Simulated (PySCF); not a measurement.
## Ionisation energy of P⁺ by level of theory

P⁺ [Ne] 3s2 3p2 (3P) → P²⁺ [Ne] 3s2 3p1 (2P), as a difference of total energies. Calculation: PySCF 2.14, in def2-SVP; no relativity, point nucleus. Correlated levels: valence: [Ne] frozen. The calculations carry no spin-orbit coupling.

```
           method  ionisation energy (eV)
              UHF                  19.190
             MN15                  19.834
             BP86                  19.863
    MP2 (valence)                  19.471
SCS-MP2 (valence)                  19.393
   CCSD (valence)                  19.486
CCSD(T) (valence)                  19.494
```

Question: How much does correlation contribute at CCSD(T) (valence)?

Answer: 19.494 − (19.190) = 0.304 eV, measured against UHF.

The reference lies between the lowest fine-structure levels, while these numbers refer to the centres of the terms.

Errors of the correlated levels include the incompleteness of this basis and the frozen core.

For comparison: 19.769 eV (semi-empirical (NIST evaluation); NIST Atomic Spectra Database, ionization energies).
